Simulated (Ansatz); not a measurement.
Species: C2H6B, net charge 0, doublet state. It need not be the lowest isomer of its formula. SMILES: [CH2]BC
Structure (B3LYP-D3(BJ)/def2-TZVP (Ansatz, a quantum-chemistry and plane-wave program) minimum search):
```xyz
9

B      0.1175    -0.4618     0.2671
C      1.3541     0.0810    -0.4551
C     -1.2744     0.2494     0.2154
H      0.2262    -1.4746     0.8972
H      2.3245    -0.4048    -0.4255
H      1.3366     0.9932    -1.0465
H     -1.3039     1.1667    -0.3758
H     -1.6153     0.4836     1.2313
H     -2.0337    -0.4379    -0.1776
```
Charge 0, spin multiplicity 2.

Quantity: atomisation energy (electronic, to ground-state atoms), in kcal/mol. Valence correlation only, unless marked. UHF or UKS for open shells. Spin-orbit coupling is left out. Non-relativistic. The coupled-cluster limit lacks core correlation, which all-electron functionals hold. Basis-set limits of correlation are two-point, X^-3; Hartree-Fock from the larger set (for Q and 5 zeta extrapolated as (X+1)exp(-9√X)). [CCSD(T)-MP2]/basis is that difference in the basis named.

```csv
level,program,atomisation energy (kcal/mol)
HF/cc-pVDZ,Ansatz,617.8
BLYP/def2-TZVPD,Ansatz,787.2
B3LYP/def2-TZVPD,Ansatz,795.4
PBE0-D3(BJ)/def2-TZVP,Ansatz + dftd3,801.5
r2SCANh/def2-TZVPD,Ansatz,798.9
PBE-QIDH/def2-TZVPD,Ansatz,791.9
MP2/6-31G*,Ansatz,733.3
SCS-MP2/cc-pVDZ,Ansatz,743.1
"RI-MP2/CBS(cc-pVTZ,cc-pVQZ)+[CCSD(T)-MP2]/cc-pVDZ",Ansatz,791.6
"CCSD(T)/CBS(cc-pVQZ,cc-pV5Z)",Ansatz,790.4
```
